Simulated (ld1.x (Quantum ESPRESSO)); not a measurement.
**Scattering properties, TM potential for Pm (Z = 61)**

```
Element                 : Pm (Z = 61)
Generator               : ld1.x (Quantum ESPRESSO) 7.5
Type                    : norm-conserving Troullier–Martins (Kleinman–Bylander form)
Functional              : PBEsol
Relativity              : scalar-relativistic
Frozen core             : [Xe]
Valence charge          : 7
Reference configuration : 4f4.5 5d0.5 6s2 6p0
Partial waves           : 6s (bound): rc 3.65 bohr; 6p (bound, empty): rc 4.20 bohr; 5d (bound): rc 3.80 bohr; 4f (bound): rc 0.70 bohr
Local potential         : all-electron potential smoothed inside 0.75 bohr (lloc = -2)
Core correction         : a·sin(br)/r model core inside 0.65 bohr
```

The phase is arctan(r·u′/u) with u = r·R(r), unwrapped; energies in Ry, scanned from -2 to 5 Ry. A pole is an energy at which the radial function vanishes at the test radius. The pseudo phase is shifted by a multiple of π to meet the all-electron one at the reference energy, and phase errors are pseudo minus all-electron; the curves can meet again beyond the range given. Levels narrower than the energy grid can be missing from the lists of poles. n/a: not evaluated, since a narrow level or a reset projector energy made the automatic matching unsafe.

| channel | radius (bohr) | reference energy (Ry) | poles, all-electron | poles, pseudo | unbroken range about the reference energy with phases within 0.05 rad | phase error 1 Ry above the reference energy (rad) |
| --- | --- | --- | --- | --- | --- | --- |
| s | 4.57 | -0.28 | 0.21, 2.98 | 0.19, 1.88, 4.53 | below 0.7 | -0.057 |
| p | 4.57 | -0.09 | 0.76, 3.73 | 0.73, 3.11 | n/a | n/a |
| d | 4.57 | -0.17 | -0.04, 1.87 | -0.04, 1.77, 2.21 | below 1.9 | +0.020 |
| f | 4.57 | -0.35 | 1.39, 3.67 | 1.39, 3.68 | n/a | n/a |

A Bessel basis up to 400 Ry misses an occupied level by 0.02 Ry, so cutoffs were not judged. Note: ghost states, extra bound levels that the all-electron valence spectrum of the same l lacks: s at -470.8 eV, s at -96.2 eV (other channels not judged).

Phases in the p channel:

| E (Ry) | all-electron | pseudo |
| --- | --- | --- |
| -2.00 | 1.398 | 1.402 |
| -1.52 | -1.761 | 1.369 |
| -1.04 | -1.818 | -1.817 |
| -0.56 | -1.955 | -1.956 |
| -0.08 | -2.990 | -2.990 |
| 0.40 | -4.549 | -4.556 |
| 0.88 | -4.745 | -4.761 |
| 1.36 | -4.874 | -4.941 |
| 1.84 | -5.229 | -6.548 |
| 2.32 | -7.369 | -7.684 |
| 2.80 | -7.715 | -7.810 |
| 3.28 | -7.806 | -7.874 |
| 3.76 | -7.857 | -7.934 |
| 4.24 | -7.901 | -8.036 |
| 4.72 | -7.956 | -8.593 |
